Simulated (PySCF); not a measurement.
# Structure revision by computed shifts

A compound C8H9F gives the data below (simulated from a calculation) and was assigned the structure `CCc1ccc(F)cc1`.

13C{1H} NMR (computed): δ 170.6 (C), 153.3 (C), 135.5 (CH), 128.5 (CH), 120.6 (CH), 117.8 (CH), 33.4 (CH2), 21.0 (CH3).

1H NMR (500 MHz, computed): δ 7.39 (m, 1H), 7.05 (d, 1H), 6.99 (m, 1H), 6.97 (m, 1H), 2.47 (q, 2H), 1.16 (t, 3H).

Calculated, not measured (PySCF 2.14): GIAO PBE0/pcSseg-1 shieldings, coordinates at the PBE0-D3(BJ)/def2-SVP level. Relativity neglected, isolated molecule, one conformer, one averaged value for each set of equivalent atoms.

Referencing at the same level of theory: TMS for 1H (σ = 31.27 ppm), 13C (σ = 184.41 ppm).

Problem. Compare with the shifts computed for the proposed structure, pairing carbons in order of shift.

Solution. Atom-mapped SMILES (the numbers label the heavy atoms): `[CH3:1][CH2:2][c:3]1[cH:4][cH:5][c:6]([F:7])[cH:8][cH:9]1`; H(Xn) means a hydrogen on atom n.

| atom | computed for proposal | given list | difference |
| --- | --- | --- | --- |
| C6 | 168.9 | 170.6 | -1.7 |
| C3 | 145.2 | 153.3 | -8.1 |
| C4 | 135.5 | 135.5 | +0.0 |
| C9 | 135.5 | 128.5 | +7.0 |
| C5 | 120.7 | 120.6 | +0.1 |
| C8 | 120.7 | 117.8 | +2.9 |
| C2 | 32.6 | 33.4 | -0.8 |
| C1 | 21.3 | 21.0 | +0.3 |

The rms difference is 4.0 ppm and the largest -8.1 ppm at C3 (substituted aromatic carbon). The proposal also would give 6 carbon signals, not 8. The proposal doesn't fit.

Problem. Which isomer fits?

Solution. `CCC1=CC=CC(F)=C1`.

- Carbon types of the structure: 2 × C, 4 × CH, 1 × CH2, 1 × CH3, which accounts for all hydrogens.
- δC 170.6: aromatic carbon bearing fluorine; σ withdrawal by the attached heteroatom moves it downfield of the ring CH carbons.
- δC 153.3: substituted aromatic carbon.
- δC 135.5, 128.5, 120.6, 117.8: aromatic CH.
- δC 33.4: sp3 CH2 on an aromatic ring; saturated and bonded to C and H only.

Other isomers checked: C[C@@H](F)c1ccccc1 (rms 23.7 ppm); FCCc1ccccc1 (rms 24.7 ppm).

This is the structure that produced the data.

Splittings by 19F in the carbon and heteronuclear signals aren't shown, as no couplings were computed. Shifts are as computed. Against solution values, carbons near 30 ppm lie about +2 ppm off and those near 130 ppm about +5 ppm. Of 1211 compounds with measured shifts, 218 miss one by over three times the rms of a fit or turn the order of signals round; such compounds aren't used in these exercises. Multiplicities follow the n + 1 count of equivalent neighbours, as no J values were calculated; m marks all less simple cases, F and P coupling included.
